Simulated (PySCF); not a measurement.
Polarisability and C₆ of P⁺ (phosphorus, charge +1)

[Ne] 3s1 3p3, high-spin 5S determinant (an excited configuration). Computed with PySCF 2.14 in aug-cc-pwCVQZ (10s9p7d5f3g, 134 functions), with no relativity, point nucleus. Coupled (time-dependent) response in atomic units; α is the mean over directions.

```
 method  mean α (bohr³)  C₆ (like pair)  S(−4)
    UHF           12.84           62.82  52.74
    PBE           13.37           66.07  59.56
   PBE0           13.12           64.46  56.49
r2SCAN0           12.92           64.51  52.06
```

S(−4) is the Cauchy moment in α(ω) = α(0) + S(−4) ω² + …

α(iu) at UHF:

```csv
u (hartree),α(iu) (bohr³)
0,12.84
0.0500,12.71
0.100,12.33
0.200,11.04
0.300,9.410
0.500,6.449
0.750,4.056
1.00,2.712
1.50,1.445
2.00,0.9094
3.00,0.4775
5.00,0.2205
```

A single London oscillator, α(iu) = α/(1 + u²/ω²), gives C₆ = (3/4) ω α². Matching the computed C₆ needs ω = 4 × 62.82 / (3 × 12.84²) = 0.508 hartree.

For an ion, C₆ is the dispersion term alone; charge-induced terms of lower order in 1/R come first.
